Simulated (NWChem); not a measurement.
# SiCl cation, singlet

Program: NWChem. Low-valent species are run as closed-shell singlets; no triplet was tried in these runs. Coordinates come from a PBE0/def2-SVP optimisation. B3LYP is NWChem's, with the RPA form of VWN correlation. Static field.

```
level                                              isotropic polarisability (bohr³)  anisotropy (bohr³)
-------------------------------------------------  --------------------------------  ------------------
PBE/def2-SVPD                                                                  32.3                15.8
B3LYP/def2-SVPD                                                                31.8                15.0
LC-BLYP (range parameter 0.33 per bohr)/def2-SVPD                              31.6          (withheld)
```

Problem. Some entries are withheld; supply them.

Solution. 
- LC-BLYP (range parameter 0.33 per bohr)/def2-SVPD, anisotropy (bohr³): 14.4
